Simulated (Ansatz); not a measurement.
Basis sets compared for (NaF)2 ring (Na2F2). Total charge 0; singlet. Geometry PBE-D4/def2-TZVP. Ansatz on 4 threads of Arm Neoverse V2 on a shared host; times are rough, and most runs start from earlier orbitals.

Cartesian coordinates in Å:
```
Na -0.1427 -0.6542 -1.2589
F 0.1639 1.3435 -0.7168
Na 0.1425 0.6542 1.2589
F -0.1637 -1.3435 0.7168
```

```
           level  functions  energy (Eh)  HOMO (eV)  LUMO (eV)  wall time
 PBE-D4/def2-SVP         58    -523.7339      -5.22      -1.23     0.55 s
PBE0-D4/def2-SVP         58    -523.7629      -7.12      -0.64      0.5 s
```

**Question.** Estimate the rows for PBE-D4/def2-TZVP (with forces), PBE0-D4/def2-TZVP.

**Answer.** 
```tsv
level	functions	energy (Eh)	HOMO (eV)	LUMO (eV)	wall time
PBE-D4/def2-TZVP (with forces)	126	-524.1117	-5.71	-1.24	0.9 s
PBE0-D4/def2-TZVP	126	-524.1359	-7.60	-0.67	1.1 s
```
